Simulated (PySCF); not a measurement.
# Computed data sheet: `CCc1cc(C)nn1C`

Compound: C₇H₁₂N₂.
Structure used (GFN2-xTB), in Å, numbered top down from 1:
```xyz
21
C7H12N2 angstrom
C     -2.3053   -0.5718    1.1613
C     -1.5982   -1.0895   -0.0942
C     -0.2474   -0.4798   -0.2407
C      0.9770   -0.8882    0.2480
C      1.8891    0.1000   -0.1560
C      3.3522    0.1563    0.1098
N      1.2622    1.0419   -0.8427
N     -0.0230    0.6882   -0.8855
C     -0.9616    1.5070   -1.5953
H     -2.4304    0.5079    1.1184
H     -1.7195   -0.8104    2.0457
H     -3.2865   -1.0302    1.2596
H     -2.2065   -0.8706   -0.9749
H     -1.4867   -2.1729   -0.0203
H      1.1867   -1.7737    0.8130
H      3.9091    0.1311   -0.8255
H      3.6058    1.0818    0.6236
H      3.6522   -0.6879    0.7253
H     -0.4273    2.3936   -1.9305
H     -1.7898    1.8050   -0.9499
H     -1.3608    0.9793   -2.4653
```

Some functional groups and rings: pyridine-type ring nitrogen and pyrrole-type ring nitrogen.

**GFN2-xTB geometry**

```
Point group of the GFN2-xTB geometry                  : C1
Rotational constants A, B, C of the GFN2-xTB geometry : 2.846, 1.211, 0.923 GHz
```

PBE0/pcSseg-1 ground state and GIAO shieldings, non-relativistic (PySCF):

```
Dipole moment                                               : 2.37 D
HOMO energy                                                 : -6.51 eV
LUMO energy                                                 : 0.70 eV
HOMO–LUMO gap                                               : 7.21 eV
Lowest Hirshfeld atomic charge                              : -0.17 e on N7
Highest Hirshfeld atomic charge                             : +0.06 e on H19
13C chemical shifts (computed TMS as zero) by class         : 150.0 (C5), 147.6 (C3), 110.6 (C4), 37.4 (C9), 23.3 (C2), 18.4 (C1), 15.7 (C6) ppm
1H chemical shifts (computed TMS as zero) by class          : 5.89 (H15), 3.87 (H19/H20/H21), 2.64 (H13/H14), 2.33 (H16/H17/H18), 1.14 (H10/H11/H12) ppm
Isotropic shieldings of nuclei other than C and H, by class : -78 (N7), 48 (N8) ppm
Mayer bond orders between heavy atoms                       : C1–C2 1.04, C2–C3 1.07, C3–C4 1.40, C4–C5 1.31, C5–C6 1.07, C5–N7 1.50, N7–N8 1.21, N8–C9 0.93, N8–C3 1.06
```

Monoisotopic mass from the formula: 124.1000 u.

The dipole matches unit charges of opposite sign 0.49 Å apart (1 e·Å = 4.8032 D). The rotational constants make it an asymmetric top with κ = (2B − A − C)/(A − C) = -0.70, nearer the prolate limit (−1). With B = h/(8π²I), that is 505.379 GHz u Å² over I, the principal moments of inertia are 177.6, 417.4 and 547.5 u Å² (most abundant isotopes); the inertial defect Ic − Ia − Ib is -47.5 u Å² (zero for a rigid planar frame, negative otherwise).

The structure is a single GFN2-xTB conformer in the gas phase; no vibrational or solvent corrections. GFN2-xTB frequencies show an imaginary mode (73i cm⁻¹), so this geometry is no minimum at that level. NMR classes are plain means over equivalent atoms (diastereotopic ones count apart unless rotation or inversion swaps them), as if these changed places fast; in this geometry the members of some classes differ.
